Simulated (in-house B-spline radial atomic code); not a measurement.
# Correlation energy from the adiabatic connection: −Z/r, Z = 1.5, wall at 2.8 bohr

Two electrons in a singlet, external potential −Z/r, Z = 1.5, wall at 2.8 bohr (atomic units). Full CI in B-splines (partial waves to l = 8, correlation up to 0.6 % small) with the density held fixed gives W(λ) = <V_ee>_λ − U, and E_c is the integral of W(λ) − W(0) from 0 to 1.

```
   λ  W(λ) − W(0) (hartree)
   0                0.00000
0.02               -0.00186
0.05               -0.00461
0.12               -0.01086
0.25               -0.02187
 0.4               -0.03371
 0.6               -0.04819
 0.8               -0.06137
   1               -0.07341
```

**Question.** Integrate the table by the trapezoid rule.

**Answer.** The strips give -0.00002, -0.00010, -0.00054, -0.00213, -0.00417, -0.00819, -0.01096, -0.01348, which sum to -0.03958 hartree. The direct value, W(1) − W(0) + T_c with T_c = 0.03375, is -0.03966; the curve is convex, so chords lie above it and the trapezoids fall short in size by 0.20 %.

**Question.** Now use only three numbers: W(0) = -0.88309, the initial slope W'(0) = -0.09341 (extrapolated from the first points) and the strong-coupling limit of the point-charge-plus-continuum model, W∞ = -1.1259. What do second-order theory and the interpolation W(λ) = W∞ + (W(0) − W∞)/√(1 + 2χλ) of Seidl, Perdew and Levy give?

**Answer.** Second order keeps the slope alone: E_c = W'(0)/2 = -0.04671, +18 % in size against -0.03966. Matching the slope fixes χ = W'(0)/(W∞ − W(0)) = -0.09341/(-0.24281) = 0.38470. Integrating, with s = √(1 + 2χ) = 1.330191, E_c = −(W(0) − W∞)(s − 1)/(s + 1) = −0.24281 × 0.330191/2.330191 = -0.03441 hartree, -13.2 % in size against the full result. At λ = 1 the formula gives W − W(0) = -0.06027 against -0.07341. Part of the miss can come from the model's W∞, which here lies above the computed W at λ = 10, -1.13279.
